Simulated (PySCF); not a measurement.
Field gradients at the hydrogen positions

C7H11F.
Atom-mapped SMILES: `[CH2:1]=[CH:2][C@H:3]([F:4])/[CH:5]=[CH:6]/[CH2:7][CH3:8]` (hydrogens: H9, H10 on C1; H11 on C2; H12 on C3; H13 on C5; H14 on C6; H15, H16 on C7; H17, H18, H19 on C8)

Structure used (GFN2-xTB), in Å, numbered top down from 1:
```xyz
19
C7H11F angstrom
C     -3.625    0.276   -0.832
C     -2.573   -0.277   -0.260
C     -1.497    0.484    0.465
F     -1.858    1.811    0.615
C     -0.210    0.404   -0.305
C      0.802   -0.384    0.016
C      2.074   -0.493   -0.761
C      3.278   -0.132    0.108
H     -3.791    1.339   -0.791
H     -4.363   -0.312   -1.349
H     -2.395   -1.343   -0.295
H     -1.372    0.086    1.482
H     -0.176    1.037   -1.181
H      0.745   -1.004    0.902
H      2.035    0.163   -1.632
H      2.186   -1.522   -1.115
H      3.338   -0.791    0.972
H      3.192    0.892    0.462
H      4.199   -0.226   -0.462
```

Level: PBE0/pcSseg-1 (PySCF, non-relativistic); Q(2H) = 0.00286 b; rigid geometry, the same for H and D, with no vibrational averaging.

Question: Rank these positions by the coupling χzz of a deuteron there, largest first.
A. H12 (methine hydrogen)
B. H19 (methyl hydrogen)
C. H10 (vinylic hydrogen)
D. H16 (methylene hydrogen)
E. H13 (vinylic hydrogen)

Answer: C (228 kHz), E (219 kHz), B (213 kHz), D (202 kHz), A (189 kHz).

Tabulate Vzz, the asymmetry η and χzz = 234.96 MHz × Q × Vzz for every hydrogen position.

| atom | bonded to | bond length (Å) | Vzz (au) | η | χzz (kHz) |
| --- | --- | --- | --- | --- | --- |
| H9 | C1 | 1.077 | 0.3342 | 0.04 | 225 |
| H10 | C1 | 1.076 | 0.3392 | 0.04 | 228 |
| H11 | C2 | 1.081 | 0.3255 | 0.07 | 219 |
| H12 | C3 | 1.099 | 0.2807 | 0.07 | 189 |
| H13 | C5 | 1.081 | 0.3263 | 0.07 | 219 |
| H14 | C6 | 1.083 | 0.3222 | 0.06 | 217 |
| H15 | C7 | 1.091 | 0.3042 | 0.03 | 204 |
| H16 | C7 | 1.094 | 0.3009 | 0.01 | 202 |
| H17 | C8 | 1.088 | 0.3145 | 0.03 | 211 |
| H18 | C8 | 1.087 | 0.3137 | 0.02 | 211 |
| H19 | C8 | 1.087 | 0.3164 | 0.02 | 213 |

How does χzz go with the bond length over the 11 C–H bonds?

A straight-line fit has a slope of -15.3 kHz for each 0.01 Å, with a correlation coefficient of -0.99, over lengths from 1.076 to 1.099 Å. The longer bonds have the smaller couplings here.

Give the 2H NMR doublet splittings at H13 for a magnetic field along the z, y and x axes of the gradient: 3χ/2, 3χ(1 + η)/4, 3χ(1 − η)/4.

With |χ| = 219.3 kHz and η = 0.073: 329, 176 and 153 kHz, to first order and without motion.

The structure is a single GFN2-xTB conformer in the gas phase; no vibrational or solvent corrections. GFN2-xTB bond lengths can be off by several hundredths of an ångström, more for odd bonds, and the gradients follow them. With so small a basis the couplings can be 20 % off.

These values come from a run that also computed NMR shieldings. Hardware: one thread, Intel Xeon Platinum 8375C at 2.90 GHz (x86_64), shared host with 128 logical CPUs at a one-minute load of 71. Cost: 40 s of wall time, 0.84 GiB resident at most.
